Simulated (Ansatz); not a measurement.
Ge₂H₃⁻. The state is a triplet with charge -1. Geometry r2SCAN-D4/def2-TZVP, that of the neutral doublet.

Cartesian coordinates in Å:
```
Ge 0.186 -0.528 0.326
Ge 0.285 1.821 -0.168
H 1.058 -1.215 1.401
H -0.840 1.566 -1.266
H -0.688 -1.644 -0.293
```

At PBE-D4/def2-TZVPD, r2SCAN-D4/def2-TZVPD, PBE0-D4/def2-TZVPD the highest occupied level of the charge -1 triplet lies above zero (up to 1.89 eV). By energy differences its removal costs 0.57 eV (vertical, to the charge 0 doublet, at PBE-D4/def2-TZVPD); a positive level beside a positive removal energy at the same level points to self-interaction error. At PBE0-D4/def2-TZVPD a singlet of charge -1 lies 1.22 eV below the triplet at the same geometry. The structure comes from a short search, and lower isomers may exist.

Task: Estimate the α-spin orbital energies around the gap (eV) in Ansatz with PBE-D4/def2-TZVPD, r2SCAN-D4/def2-TZVPD, PBE0-D4/def2-TZVPD.

Result: 
```csv
orbital,PBE-D4/def2-TZVPD,r2SCAN-D4/def2-TZVPD,PBE0-D4/def2-TZVPD
HOMO−5,-6.52,-7.00,-8.11
HOMO−4,-3.57,-3.92,-4.86
HOMO−3,-1.94,-2.19,-3.02
HOMO−2,-0.75,-0.92,-1.67
HOMO−1,-0.29,-0.70,-1.36
HOMO,1.89,1.64,1.09
LUMO,3.25,3.60,3.88
LUMO+1,3.73,4.27,4.28
LUMO+2,4.35,4.76,4.92
LUMO+3,4.92,5.37,5.59
LUMO+4,5.28,5.81,5.81
LUMO+5,5.30,5.92,5.85
β HOMO,-0.43,-0.60,-1.28
β LUMO,1.09,1.48,1.99
```
